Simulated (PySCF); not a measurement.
Species: `C#C[SiH2]O[Si@@H](C)NC`. The columns A, B, C and D hold Mulliken, IAO, Hirshfeld and ESP-fitted charges (e) of one PBE0/pcSseg-1 density (PySCF), in a shuffled order. Coordinates in Å (GFN2-xTB); the density's dipole moment is (-0.61, -0.12, -1.23) D.

```
atom       x       y       z       A       B       C       D
  C1   3.916  -0.317  -0.365  -0.080  -0.313  -0.184  -0.179
  C2   2.959  -0.584   0.311  -0.154  -0.200  -0.349  -0.204
 Si3   1.465  -0.968   1.341  +0.427  +0.643  +1.035  +0.892
  O4   0.300   0.115   1.033  -0.298  -0.456  -0.882  -0.736
 Si5  -0.663   0.936   0.011  +0.444  +0.912  +1.245  +1.095
  C6   0.232   1.393  -1.588  -0.222  -0.923  -0.751  -0.661
  N7  -1.953  -0.119  -0.413  -0.250  -0.694  -0.690  -0.699
  C8  -2.739  -0.842   0.560  -0.070  -0.124  -0.296  -0.099
  H9   4.757  -0.085  -0.956  +0.099  +0.294  +0.203  +0.066
 H10   0.985  -2.310   0.997  -0.075  -0.107  -0.145  -0.119
 H11   1.758  -0.773   2.761  -0.075  -0.117  -0.137  -0.123
 H12  -1.009   2.107   0.829  -0.101  -0.190  -0.187  -0.161
 H13   0.556   0.512  -2.132  +0.042  +0.226  +0.161  +0.141
 H14   1.116   1.980  -1.364  +0.041  +0.240  +0.161  +0.141
 H15  -0.396   1.983  -2.247  +0.041  +0.210  +0.154  +0.130
 H16  -2.490   0.098  -1.239  +0.113  +0.351  +0.255  +0.188
 H17  -3.580  -0.254   0.942  +0.033  +0.065  +0.121  +0.101
 H18  -2.093  -1.102   1.395  +0.043  +0.091  +0.145  +0.114
 H19  -3.130  -1.761   0.118  +0.042  +0.092  +0.141  +0.112
```

Problem. Which column most likely holds the ESP-fitted charges?

Solution. B. Σ q r misses the density's dipole by 0.05 D (B), 0.93 D (A), 1.26 D (C), 3.59 D (D). Charges fitted to the outside potential are the only set here that is tied to the molecule's multipoles.

Problem. And the Hirshfeld charges?

Solution. A. The mean sizes are 0.139 e (A), 0.314 e (D), 0.329 e (B), 0.381 e (C), and Hirshfeld charges are commonly the smallest of these schemes.

As computed, A = Hirshfeld, B = ESP-fitted, C = IAO, D = Mulliken. Hydrogens on carbon: Hirshfeld +0.03 to +0.10, ESP-fitted +0.06 to +0.29, IAO +0.12 to +0.20, Mulliken +0.07 to +0.14 e.

The Hirshfeld scheme divides the density at each point in proportion to the densities of the neutral, spherically averaged free atoms. The Mulliken scheme gives each basis function's population to the atom it is centred on and halves the overlap population of two atoms between them.

One conformer (not necessarily the lowest) at the GFN2-xTB geometry, without solvent, vibrations or thermal averaging.

Shape of the structure used: `[CH:1]#[C:2][SiH2:3][O:4][Si@@H:5]([CH3:6])[NH:7][CH3:8]`: C2–Si3–O4–Si5 52°, Si3–O4–Si5–C6 -37°, O4–Si5–N7–C8 50°.
